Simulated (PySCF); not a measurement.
**Calculated NMR parameters of C=C[C@@H]1OC(=O)O[C@@H]1O[SiH3]**

| Item | Value |
| --- | --- |
| Formula | C5H8O4Si |
| SMILES | C=C[C@@H]1OC(=O)O[C@@H]1O[SiH3] |
| Point group of the computed structure | C1 |
| Degrees of unsaturation | 3 |
| Carbon signals | 5 |
| Proton signals | 6 |

Structure with atom numbers: `[CH2:1]=[CH:2][C@@H:3]1[O:4][C:5](=[O:6])[O:7][C@@H:8]1[O:9][SiH3:10]`. Each H is labelled by its parent atom. Ha(C1) is cis to C3; Hb(C1) is trans to C3.

One computed conformer, averaged over atoms made equivalent by symmetry, fast rotation or ring inversion, no solvent, relativity neglected. Shieldings: GIAO PBE0/pcSseg-1; structure optimised with GFN2-xTB; PySCF 2.14.0 with density-fitted response routines.

References, each an isolated molecule treated in the same way: TMS for $^{1}$H, $^{13}$C, $^{29}$Si; $^{17}$O against H2O.

| carbon | δC, type | δH (multiplicity) | HMBC from (2–3 bonds) | span of the C tensor (ppm) |
| --- | --- | --- | --- | --- |
| C1 | 123.4, CH2 | Ha(C1) 6.14 (m); Hb(C1) 5.82 (m) | H(C2), H(C3) | 235 |
| C2 | 139.0, CH | 6.03 (m) | Ha(C1), H(C8), Hb(C1), H(C3) | 226 |
| C3 | 85.1, CH | 5.08 (m) | Ha(C1), H(C2), H(C8), Hb(C1) | 50 |
| C5 | 157.7, C | – | H(C8), H(C3) | 185 |
| C8 | 97.7, CH | 5.95 (m) | H(C2), H(C3), H(Si10) | 46 |

Other nuclei:
```tsv
atoms	nucleus	environment	δ (ppm)	σ (ppm)
H(Si10)	$^{1}$H	hydrogen on a silicon bonded to O	4.73	26.98
Si10	$^{29}$Si	silicon bonded to O, 3 H	-40.7	389.8
O6	$^{17}$O	ester carbonyl oxygen	308.3	27.8
O7	$^{17}$O	ester alkoxy oxygen	201.5	134.6
O4	$^{17}$O	ester alkoxy oxygen	161.2	174.9
O9	$^{17}$O	oxygen bonded to C, Si	62.2	273.9
```

- Carbon types of the structure: 1 × C, 3 × CH, 1 × CH2, leaving 3 H on heteroatoms.
- δC 157.7: carbonate carbon; lone-pair donation from the attached heteroatom keeps it upfield of a ketone carbonyl.
- δC 139.0: alkene CH; the olefinic region.
- δC 123.4: terminal =CH2 carbon; an sp2 carbon of a C=C bond.
- δC 97.7: sp3 carbon bearing two oxygens; 2 electronegative neighbours deshield it.
- δC 85.1: allylic sp3 CH bonded to O; pulled downfield by the heteroatom.

Shifts are as computed. Against solution values, carbons near 30 ppm lie about +3 ppm off and those near 130 ppm about +5 ppm. Of 1309 compounds with measured shifts, 239 miss one by over three times the rms of a fit or turn the order of signals round; such compounds aren't used in these exercises. Unscaled 17O shifts of doubly bonded oxygen tend to come out too high, by tens of ppm or more. Experimental scales use liquid or dissolved standards, which lie at an offset from isolated H2O (liquid H2O: subtract about 36 ppm). No couplings were computed; multiplicities are counted from neighbouring protons, with m where these are inequivalent, close in shift, in a saturated or five-membered ring or joined by F or P, and br s for small geminal =CH2 splittings.
